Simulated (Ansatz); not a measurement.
The cluster NaPt₃⁺, relaxed as a singlet with RKS PBE0-D4/def2-SVP in Ansatz, starting from the GFN2-xTB geometry. Force threshold 0.02 eV/Å.

In the def2 sets Pt takes a core potential; there is no spin–orbit coupling. The restricted singlet is unstable towards broken spin symmetry in Hartree–Fock (as tested in another run); at PBE0-D4/def2-SVP this wasn't settled. The relaxation made no stability test and no search for a lower SCF solution. No other spin state of charge 1 was run. Another isomer (singlet) lies 2.02 eV lower at PBE0-D4/def2-TZVP; other spin states weren't run for this one.

Start:

```xyz
4

Na    1.3772    0.8993    0.4741
Pt    0.9727   -1.1050   -1.4911
Pt   -1.0373   -0.6743   -0.3594
Pt   -1.3126    0.8799    1.3764
```

| step | energy (eV) | largest force component (eV/Å) | SCF passes |
| --- | --- | --- | --- |
| 1 | -14146.1168 | 0.496 | 113 |
| 2 | -14146.1603 | 0.216 | 49 |
| 3 | -14146.1726 | 0.051 | 47 |
| 4 | -14146.1730 | 0.014 | 45 |
| 5 | -14146.1731 | 0.013 | 44 |
| 6 | -14146.1732 | 0.002 | 45 |
| 7 | -14146.1732 | 0.002 | 36 |
| 8 | -14146.1732 | 0.006 | 47 |
| 9 (rejected) | -14146.1657 | 0.337 | 62 |
| 10 | -14146.1734 | 0.092 | 55 |
| 11 | -14146.1742 | 0.059 | 47 |
| 12 | -14146.1780 | 0.075 | 60 |
| 13 | -14146.1806 | 0.054 | 50 |
| 14 (rejected) | -14146.1696 | 0.403 | 74 |
| 15 | -14146.1823 | 0.046 | 51 |
| 16 | -14146.1835 | 0.023 | 50 |
| 17 | -14146.1837 | 0.035 | 51 |
| 18 | -14146.1841 | 0.020 | 53 |
| 19 | -14146.1842 | 0.002 | 50 |

Force components are those of the run's own axes.

End:

```csv
atom,x (Å),y (Å),z (Å)
Na1,1.4174,1.1877,0.3760
Pt2,0.9261,-1.4129,-1.2524
Pt3,-1.0943,-0.3177,-0.6642
Pt4,-1.2492,0.5430,1.5406
```

By distances, no bond broke or formed. The bond that changes most is Na1–Pt2, from 2.84 to 3.11 Å (atoms count from 1).

The force fell under the threshold at step 4, but the optimiser went on and released 0.011 eV more. No frequencies were taken in this run, so the end may be a saddle point.

Hardware: 4 threads of AMD EPYC 7B13 on a shared host. Wall time 43 s.
